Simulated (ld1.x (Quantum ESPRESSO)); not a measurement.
**carbon (C): TM pseudisation with PBE, non-relativistic reference atom.**

Input for ld1.x (Quantum ESPRESSO) 7.5:

```
&input
   title='C', zed=6., rel=0, dft='PBE', iswitch=3,
   config='[He] 2s2 2p2 3d-2',
   nld=3, rlderiv=3.50, eminld=-3.0, emaxld=5.0, deld=0.02
 /
 &inputp
   pseudotype=2, tm=.true., lloc=-1, rcloc=2.05,
   nlcc=.false.,
   file_pseudopw='C.UPF', file_wfcaegen='ae.wfc', file_wfcncgen='nc.wfc', file_beta='beta', file_chi='chi'
 /
3
2S  1  0   2.00   0.00  0.95  0.95  0.0
2P  2  1   2.00   0.00  3.00  3.00  0.0
3D  3  2  -2.00   0.20  3.20  3.20  0.0
 &test
   configts(1)='2s2 2p2'
 /
```

Command:

```bash
ld1.x < C.in > C.out
```

The program printed (shortened: banner, matrices, multipoles, cross overlaps and the repeated all-electron block are left out):

```
Program LD1 v.7.5
     --------------------------- All-electron run ----------------------------

     C

     atomic number is  6.00
     dft =PBE   lsd =0 sic =0 latt =0  beta=0.20 tr2=1.0E-14
     Exchange-correlation= PBE
                           (   1   4   3   4   0   0   0)
     mesh =1073 r(mesh) = 100.30751 a.u. xmin = -7.00 dx = 0.01250
     1 Ry =  13.60569312 eV

     n l     nl                  e(Ry)          e(Ha)          e(eV)
     1 0     1S 1( 2.00)       -20.0841       -10.0421      -273.2582
     2 0     2S 1( 2.00)        -1.0098        -0.5049       -13.7391
     2 1     2P 1( 2.00)        -0.3887        -0.1944        -5.2888

     final scf error:  9.1E-15 reached in  35 iterations

     Etot =     -75.496848 Ry,     -37.748424 Ha,   -1027.186944 eV

     Ekin =      75.233286 Ry,      37.616643 Ha,    1023.600998 eV
     Encl =    -175.955993 Ry,     -87.977997 Ha,   -2394.003250 eV
     Eh   =      35.376254 Ry,      17.688127 Ha,     481.318457 eV
     Exc  =     -10.150394 Ry,      -5.075197 Ha,    -138.103149 eV

     normalization and overlap integrals

     s(1S/1S) =  1.000000  <r> =   0.2708  <r2> =    0.0994  r(max) =   0.1730
     s(2S/2S) =  1.000000  <r> =   1.5723  <r2> =    2.9943  r(max) =   1.2162
     s(2P/2P) =  1.000000  <r> =   1.7997  <r2> =    4.2578  r(max) =   1.2011

     ------------------------ End of All-electron run ------------------------

     --------------------- Generating NC pseudopotential ---------------------

      Generating local potential from pseudized AE potential:
      Matching radius rcloc =   2.0500

      Local pseudo, rcloc= 2.030 Estimated cut-off energy=     5.94 Ry

      Wfc   2S  rcut= 0.959  Using Troullier-Martins method

      Wfc   2P  rcut= 3.029  Using Troullier-Martins method

      Wfc   3D  rcut= 3.184  Using Troullier-Martins method

     ------------------- End of pseudopotential generation -------------------

     Computing logarithmic derivative in   3.49737
     Computing logarithmic derivative in   3.49737
     Computing the partial wave expansion
     R is outside the sphere for l=    0 j= 0.00
     R is outside the sphere for l=    1 j= 0.00
     R is outside the sphere for l=    2 j= 0.00

     ---------------------- Testing the pseudopotential ----------------------

     C

     atomic number is  6.00   valence charge is  4.00
     dft =PBE   lsd =0 sic =0 latt =0  beta=0.20 tr2=1.0E-14
     mesh =1073 r(mesh) = 100.30751 xmin = -7.00 dx = 0.01250

     n l     nl             e AE (Ry)        e PS (Ry)    De AE-PS (Ry)
     1 0     2S   1( 2.00)       -1.00980       -1.00980       -0.00000
     2 1     2P   1( 2.00)       -0.38872       -0.38872       -0.00000

     eps = 1.9E-16  iter =  6

     Etot =     -75.496848 Ry,     -37.748424 Ha,   -1027.186944 eV
     Etotps =   -10.507098 Ry,      -5.253549 Ha,    -142.956354 eV

     Ekin =       5.418722 Ry,       2.709361 Ha,      73.725466 eV
     Encl =     -20.423647 Ry,     -10.211824 Ha,    -277.877875 eV
     Ehrt =       8.516061 Ry,       4.258031 Ha,     115.866919 eV
     Ecxc =      -2.774907 Ry,      -1.387453 Ha,     -37.754531 eV
     Epseu=      -1.243328 Ry,      -0.621664 Ha,     -16.916334 eV

     ---------------------- End of pseudopotential test ----------------------
```

Generation and configuration tests took about 1 s on one core of a shared server CPU.

Transferability test of the new file with ld1.x, input:

```
&input
   title='C', zed=6., rel=0, dft='PBE', iswitch=2,
   config='[He] 2s2 2p2 3d-2'
 /
 &test
   file_pseudo='C.UPF', nconf=8,
   configts(1)='2s2 2p2',
   configts(2)='2s2 2p1',
   configts(3)='2s2 2p0',
   configts(4)='2s1 2p0',
   configts(5)='2s2 2p2.3',
   configts(6)='2s2 2p1.5',
   configts(7)='2s1 2p3',
   configts(8)='2s0 2p4'
 /
```

```bash
ld1.x < C.test.in > C.test.out
```

Pseudopotential blocks of its output, shortened (energy terms left out; the distinct warnings before each block abridged to one line each):

```
     ---------------------- Testing the pseudopotential ----------------------

     n l     nl             e AE (Ry)        e PS (Ry)    De AE-PS (Ry)
     1 0     2S   1( 2.00)       -1.00980       -1.00980       -0.00000
     2 1     2P   1( 2.00)       -0.38872       -0.38872       -0.00000

     eps = 6.2E-15  iter =  4

     Etot =     -75.496848 Ry,     -37.748424 Ha,   -1027.186944 eV
     Etotps =   -10.507098 Ry,      -5.253549 Ha,    -142.956351 eV

     ---------------------- End of pseudopotential test ----------------------

          ---------------------- Testing the pseudopotential ----------------------

     n l     nl             e AE (Ry)        e PS (Ry)    De AE-PS (Ry)
     1 0     2S   1( 2.00)       -1.89219       -1.88325       -0.00894  !
     2 1     2P   1( 1.00)       -1.25009       -1.22179       -0.02831  !

     eps = 1.7E-15  iter =  9

     Etot =     -74.698268 Ry,     -37.349134 Ha,   -1016.321708 eV
     Etotps =    -9.718242 Ry,      -4.859121 Ha,    -132.223414 eV
     dEtot_ae =       0.798580 Ry
     dEtot_ps =       0.788856 Ry,   Delta E=       0.009724 Ry

     ---------------------- End of pseudopotential test ----------------------

          Warning: n=2, l=1 expected 0 nodes, found 1
     ---------------------- Testing the pseudopotential ----------------------

     n l     nl             e AE (Ry)        e PS (Ry)    De AE-PS (Ry)
     1 0     2S   1( 2.00)       -2.96647       -2.90399       -0.06247  !
     2 1     2P   1( 0.00)       -2.33488       -2.20454       -0.13034  !

     eps = 2.5E-15  iter =  9

     Etot =     -72.922568 Ry,     -36.461284 Ha,    -992.162081 eV
     Etotps =    -8.014090 Ry,      -4.007045 Ha,    -109.037246 eV
     dEtot_ae =       2.574280 Ry
     dEtot_ps =       2.493008 Ry,   Delta E=       0.081272 Ry

     ---------------------- End of pseudopotential test ----------------------

          ---------------------- Testing the pseudopotential ----------------------

     n l     nl             e AE (Ry)        e PS (Ry)    De AE-PS (Ry)
     1 0     2S   1( 1.00)       -4.12179       -4.03174       -0.09005  !
     2 1     2P   1( 0.00)       -3.53530       -3.29523       -0.24006  !

     eps = 2.0E-15  iter = 13

     Etot =     -69.381938 Ry,     -34.690969 Ha,    -943.989360 eV
     Etotps =    -4.548072 Ry,      -2.274036 Ha,     -61.879670 eV
     dEtot_ae =       6.114910 Ry
     dEtot_ps =       5.959026 Ry,   Delta E=       0.155883 Ry

     ---------------------- End of pseudopotential test ----------------------

          ---------------------- Testing the pseudopotential ----------------------

     n l     nl             e AE (Ry)        e PS (Ry)    De AE-PS (Ry)
     1 0     2S   1( 2.00)       -0.79468       -0.79326       -0.00141
     2 1     2P   1( 2.30)       -0.18427       -0.18486        0.00058

     eps = 7.8E-15  iter =  9

     Etot =     -75.582053 Ry,     -37.791027 Ha,   -1028.346222 eV
     Etotps =   -10.592442 Ry,      -5.296221 Ha,    -144.117520 eV
     dEtot_ae =      -0.085205 Ry
     dEtot_ps =      -0.085344 Ry,   Delta E=       0.000139 Ry

     ---------------------- End of pseudopotential test ----------------------

          ---------------------- Testing the pseudopotential ----------------------

     n l     nl             e AE (Ry)        e PS (Ry)    De AE-PS (Ry)
     1 0     2S   1( 2.00)       -1.42320       -1.42248       -0.00072
     2 1     2P   1( 1.50)       -0.78821       -0.78070       -0.00751  !

     eps = 7.2E-15  iter = 11

     Etot =     -75.205420 Ry,     -37.602710 Ha,   -1023.221861 eV
     Etotps =   -10.217111 Ry,      -5.108555 Ha,    -139.010877 eV
     dEtot_ae =       0.291428 Ry
     dEtot_ps =       0.289987 Ry,   Delta E=       0.001441 Ry

     ---------------------- End of pseudopotential test ----------------------

          ---------------------- Testing the pseudopotential ----------------------

     n l     nl             e AE (Ry)        e PS (Ry)    De AE-PS (Ry)
     1 0     2S   1( 1.00)       -1.04274       -1.05574        0.01300  !
     2 1     2P   1( 3.00)       -0.41995       -0.42855        0.00860  !

     eps = 1.6E-16  iter = 12

     Etot =     -74.874839 Ry,     -37.437420 Ha,   -1018.724087 eV
     Etotps =    -9.882890 Ry,      -4.941445 Ha,    -134.463575 eV
     dEtot_ae =       0.622008 Ry
     dEtot_ps =       0.624208 Ry,   Delta E=      -0.002199 Ry

     ---------------------- End of pseudopotential test ----------------------

          ---------------------- Testing the pseudopotential ----------------------

     n l     nl             e AE (Ry)        e PS (Ry)    De AE-PS (Ry)
     1 0     2S   1( 0.00)       -1.07169       -1.09768        0.02599  !
     2 1     2P   1( 4.00)       -0.44774       -0.46441        0.01667  !

     eps = 1.1E-15  iter = 11

     Etot =     -74.251418 Ry,     -37.125709 Ha,   -1010.242003 eV
     Etotps =    -9.252663 Ry,      -4.626332 Ha,    -125.888898 eV
     dEtot_ae =       1.245430 Ry
     dEtot_ps =       1.254435 Ry,   Delta E=      -0.009005 Ry

     ---------------------- End of pseudopotential test ----------------------
```
